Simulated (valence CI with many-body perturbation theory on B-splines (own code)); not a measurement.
## Ti VIII: electric-dipole lines

Computed by configuration interaction combined with many-body perturbation theory (CI+MBPT): five valence electrons over a frozen Dirac-Fock core [Ne], radial functions for each j: 9 s, 9 p, 8 d, 6 f, 3 g, 1 h, with the one-electron correlation potential Σ1 (screened to all orders), the two-electron term Σ2, the three-electron term Σ3, Breit, model QED; selected single and double excitations, second order for the rest, scaled by the run's own slope (own B-spline code, finite nucleus).

Against 6 measured levels this calculation errs by 127 cm⁻¹ on average and by 215 at most. These come from a selection out of Corliss and Sugar, J. Phys. Chem. Ref. Data 8, 1 (1979). Levels without a partner in it may be off by more. Among the levels kept, up to 730 cm⁻¹ of a level comes from second order outside the variational space, and about a tenth of that is noise between levels of different J, which matters for small intervals.

Lines 51 to 100 of 175 in falling wavelength, among levels below 459850 cm⁻¹, chosen from the strongest by gf and those to the six lowest levels. Wavelengths and rates use the calculated energies, so an error of 100 cm⁻¹ moves a line at 480.6 Å by 0.048 % and its rate by three times that or more. Electric multipoles are in the length gauge, E1 and E2 with the static RPA response of the core. Weak lines are less certain than strong ones. Lines between different terms over intervals too small for the method are left out, as are lines whose strength nearly cancels. The highest levels of a list are the least certain.

Names give the largest LS component (configuration and term), which can be under half, so a name can repeat, a term be missing and a line seem to break the LS rules; names also repeat where a configuration has a term twice. Letters in brackets count levels of one name in rising energy.

```
λ vac (Å)                  Upper            Lower   A (s⁻¹)  S (a.u.)
    480.6          3s 3p4 2D_5/2  3s2 3p3 2D°_5/2  1.41e+09  4.64e-01
    479.2          3s 3p4 2D_3/2  3s2 3p3 2D°_3/2  1.57e+09  3.42e-01
    478.2          3s 3p4 2D_5/2  3s2 3p3 2D°_3/2  4.11e+07  1.33e-02
    473.4            3p5 2P°_3/2    3s 3p4 2D_5/2  2.13e+09  4.46e-01
    472.4            3p5 2P°_3/2    3s 3p4 2D_3/2  3.40e+08  7.08e-02
    460.1            3p5 2P°_1/2    3s 3p4 2D_3/2  2.19e+09  2.11e-01
    450.1  3s2 3p2 3d 2P_3/2 [a]  3s2 3p3 2P°_3/2  3.45e+08  6.21e-02
    447.2  3s2 3p2 3d 2P_3/2 [a]  3s2 3p3 2P°_1/2  1.33e+08  2.36e-02
    443.9  3s2 3p2 3d 2P_1/2 [a]  3s2 3p3 2P°_3/2  6.80e+07  5.87e-03
    441.1  3s2 3p2 3d 2P_1/2 [a]  3s2 3p3 2P°_1/2  1.03e+09  8.72e-02
    426.1          3s 3p4 2S_1/2  3s2 3p3 2P°_3/2  3.66e+09  2.79e-01
    423.5          3s 3p4 2S_1/2  3s2 3p3 2P°_1/2  1.07e+09  8.05e-02
    414.8          3s 3p4 2D_3/2  3s2 3p3 4S°_3/2  3.81e+04  5.37e-06
    414.0          3s 3p4 2D_5/2  3s2 3p3 4S°_3/2  1.37e+06  2.88e-04
    410.8      3s 3p3 3d 6D°_1/2    3s 3p4 4P_3/2  6.49e+06  4.44e-04
    410.7      3s 3p3 3d 6D°_3/2    3s 3p4 4P_3/2  1.77e+06  2.42e-04
    408.8  3s2 3p2 3d 2P_3/2 [a]  3s2 3p3 2D°_5/2  3.91e+09  5.27e-01
    407.0  3s2 3p2 3d 2P_3/2 [a]  3s2 3p3 2D°_3/2  4.64e+08  6.17e-02
    404.7      3s 3p3 3d 6D°_3/2    3s 3p4 4P_5/2  3.08e+06  4.03e-04
    404.5      3s 3p3 3d 6D°_5/2    3s 3p4 4P_5/2  3.64e+06  7.14e-04
    404.2      3s 3p3 3d 6D°_7/2    3s 3p4 4P_5/2  1.18e+06  3.07e-04
    401.9  3s2 3p2 3d 2P_1/2 [a]  3s2 3p3 2D°_3/2  4.04e+09  2.59e-01
    397.6      3s2 3p2 3d 4F_3/2  3s2 3p3 2P°_3/2  4.04e+05  5.01e-05
    395.5      3s2 3p2 3d 4F_5/2  3s2 3p3 2P°_3/2  2.31e+06  4.24e-04
    395.4      3s2 3p2 3d 4F_3/2  3s2 3p3 2P°_1/2  4.36e+06  5.31e-04
    392.6            3p5 2P°_3/2    3s 3p4 4P_3/2  2.24e+06  2.68e-04
    387.3          3s 3p4 2S_1/2  3s2 3p3 2D°_3/2  2.68e+07  1.54e-03
    387.1            3p5 2P°_3/2    3s 3p4 4P_5/2  1.55e+07  1.77e-03
    381.7  3s2 3p2 3d 2F_5/2 [a]  3s2 3p3 2P°_3/2  1.92e+06  3.17e-04
    379.2      3s2 3p2 3d 4D_1/2  3s2 3p3 2P°_3/2  1.26e+07  6.79e-04
    378.6      3s2 3p2 3d 4D_3/2  3s2 3p3 2P°_3/2  4.17e+06  4.47e-04
    377.2      3s2 3p2 3d 4D_1/2  3s2 3p3 2P°_1/2  4.71e+06  2.50e-04
    376.6      3s2 3p2 3d 4D_3/2  3s2 3p3 2P°_1/2  2.66e+05  2.80e-05
    376.4      3s2 3p2 3d 4D_5/2  3s2 3p3 2P°_3/2  1.92e+04  3.04e-06
    365.0      3s2 3p2 3d 4F_3/2  3s2 3p3 2D°_5/2  1.25e+05  1.20e-05
    363.6      3s2 3p2 3d 4F_3/2  3s2 3p3 2D°_3/2  2.39e+07  2.27e-03
    363.2      3s2 3p2 3d 4F_5/2  3s2 3p3 2D°_5/2  9.88e+06  1.40e-03
    361.8      3s2 3p2 3d 4F_5/2  3s2 3p3 2D°_3/2  3.95e+06  5.54e-04
    360.6      3s2 3p2 3d 4F_7/2  3s2 3p3 2D°_5/2  6.78e+06  1.26e-03
    359.6  3s2 3p2 3d 2P_3/2 [a]  3s2 3p3 4S°_3/2  6.52e+06  5.98e-04
    355.6  3s2 3p2 3d 2P_1/2 [a]  3s2 3p3 4S°_3/2  7.67e+05  3.40e-05
    351.6  3s2 3p2 3d 2F_5/2 [a]  3s2 3p3 2D°_5/2  2.25e+05  2.90e-05
    350.2  3s2 3p2 3d 2F_5/2 [a]  3s2 3p3 2D°_3/2  2.57e+05  3.27e-05
    349.7  3s2 3p2 3d 2F_7/2 [a]  3s2 3p3 2D°_5/2  8.24e+06  1.39e-03
    348.9      3s2 3p2 3d 4D_3/2  3s2 3p3 2D°_5/2  5.14e+07  4.31e-03
    348.2      3s2 3p2 3d 4D_1/2  3s2 3p3 2D°_3/2  7.24e+07  3.02e-03
    347.6      3s2 3p2 3d 4D_3/2  3s2 3p3 2D°_3/2  1.73e+03  1.43e-07
    347.1      3s2 3p2 3d 4D_5/2  3s2 3p3 2D°_5/2  1.69e+07  2.09e-03
    345.8      3s2 3p2 3d 4D_5/2  3s2 3p3 2D°_3/2  5.98e+04  7.33e-06
    344.1          3s 3p4 2S_1/2  3s2 3p3 4S°_3/2  1.97e+07  7.91e-04
```
